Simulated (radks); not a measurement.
Values are calculated unless marked as measured or tabulated.
Question: Species: the fluorine ion F4+. Configuration: [He] 2s2 2p1. Code: a radial shooting solver on a logarithmic mesh with Libxc functionals. Model: Dirac Kohn-Sham, Wu-Cohen GGA, spin-unpolarised, spherical densities, finite nucleus; open shells fill j = l - 1/2 first; Fermi nuclear charge, rms radius 2.8976 fm. Some entries of the table are withheld. Estimate them.

orbital  occ.  eigenvalue (Ry)  r(max) (bohr)
1s1/2       2              (1)            (2)
2s1/2       2         -8.56548         0.6987
2p1/2       1              (3)            (4)
2p3/2       0              (5)            (6)

Answer: 
(1) 1s1/2 eigenvalue (Ry): -57.04759
(2) 1s1/2 r(max) (bohr): 0.1144
(3) 2p1/2 eigenvalue (Ry): -7.29995
(4) 2p1/2 r(max) (bohr): 0.5954
(5) 2p3/2 eigenvalue (Ry): -7.29135
(6) 2p3/2 r(max) (bohr): 0.5962
